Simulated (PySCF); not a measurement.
[MnF6]3- holds Mn(III), d4, at total charge -3. The structure is a model geometry with rigid ligands and bond lengths from ionic radii, not a minimum; coordination octahedral, point group Oh, metal–donor distances 1.95 Å.

Method (PySCF 2.14, density fitting): CASSCF(4,5) with orbitals averaged over all microstates of the shell, strongly contracted NEVPT2 on the averaged canonical orbitals; basis x2c-TZVPall on the metal, x2c-SVPall elsewhere; spin-free X2C; IEF-PCM water; spin-orbit coupling by state interaction with the mean-field operator over all roots.

CASSCF energies above the lowest CASSCF root:

```
state  CASSCF / cm⁻¹
  5Eg              0
 5T2g          12287
 3T1g          13277
  3Eg          22323
 3T1g          23742
 3T2g          24606
 1T2g          24812
  1Eg          25995
 3A2g          26779
 3A1g          27274
  3Eg          30993
 1A1g          31676
 1A2g          33735
 3T1g          33736
 1T2g          33959
 3T2g          35084
 3T1g          35795
 1T1g          35982
  1Eg          40470
 3T2g          41773
  3Eg          42505
 3T2g          43269
```

Question: How does dynamic correlation (SC-NEVPT2) move these states?

Answer: 
| state | NEVPT2 / cm⁻¹ | shift / cm⁻¹ |
| --- | --- | --- |
| 5Eg | 0 | 0 |
| 5T2g | 15119 | +2832 |
| 3T1g | 9149 | -4128 |
| 3Eg | 21494 | -829 |
| 3T1g | 22094 | -1648 |
| 3T2g | 23019 | -1586 |
| 1T2g | 19841 | -4971 |
| 1Eg | 22075 | -3920 |
| 3A2g | 24764 | -2015 |
| 3A1g | 24838 | -2436 |
| 3Eg | 28252 | -2741 |
| 1A1g | 26806 | -4870 |
| 1A2g | 32566 | -1169 |
| 3T1g | 34499 | +763 |
| 1T2g | 31894 | -2065 |
| 3T2g | 35927 | +843 |
| 3T1g | 35652 | -143 |
| 1T1g | 33779 | -2203 |
| 1Eg | 36730 | -3739 |
| 3T2g | 42100 | +327 |
| 3Eg | 40880 | -1624 |
| 3T2g | 39710 | -3559 |

The ground state is orbitally degenerate in this regular structure, which would distort (Jahn–Teller). NEVPT2 lifts 5T2g from 12287 to 15119 cm⁻¹; on the d shell alone such lifts tend to overshoot. NEVPT2 on the d shell alone tends to put d–d bands too high for such charged or covalently bound ions. Gaps between spin states lean to high spin in this active space.
